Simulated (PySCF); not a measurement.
# Cobalt: a sound run and one with changed settings

Sound run: Co [Ar] 3d7 4s2, Co⁺ [Ar] 3d8. Computed with PySCF 2.14 in x2c-SVPall (5s3p3d1f, 36 functions), with the spin-free X2C one-electron Hamiltonian (Gaussian nucleus). In the sound run the correlated levels freeze [Ar]. The sound run starts from symmetry-adapted Hartree-Fock orbitals and uses a fine grid where one is needed.

Changed run: basis STO-3G, all-electron and non-relativistic. This setting is unsound on purpose.

| species | method | sound run (hartree) | changed run (hartree) | converged |
| --- | --- | --- | --- | --- |
| Co | UHF | -1391.64018 | -1366.07035 | yes |
| Co | PBE | -1392.75723 | -1366.77441 | yes |
| Co | M06-L | -1392.92380 | -1367.07674 | yes |
| Co | MP2 | -1391.78931 | -1366.09132 | yes |
| Co⁺ | UHF | -1391.33719 | -1364.93075 | yes |
| Co⁺ | PBE | -1392.47746 | -1365.64817 | yes |
| Co⁺ | M06-L | -1392.65491 | -1366.01096 | yes |
| Co⁺ | MP2 | -1391.52574 | -1364.92939 | yes |

Ionisation energy of Co:

```csv
method,sound run (eV),changed run (eV)
UHF,8.245,31.010
PBE,7.613,30.647
M06-L,7.317,29.001
MP2,7.172,31.618
SCS-MP2,7.354,31.726
```

A minimal basis cannot let orbitals breathe on ionisation and holds almost no correlation. The Hamiltonian changed with the basis, so the totals do not compare. A negative ionisation energy or a positive MP2 energy shows that the occupation asked for is not the lowest one in this basis.

For comparison, NIST gives 7.881 eV between the lowest levels.
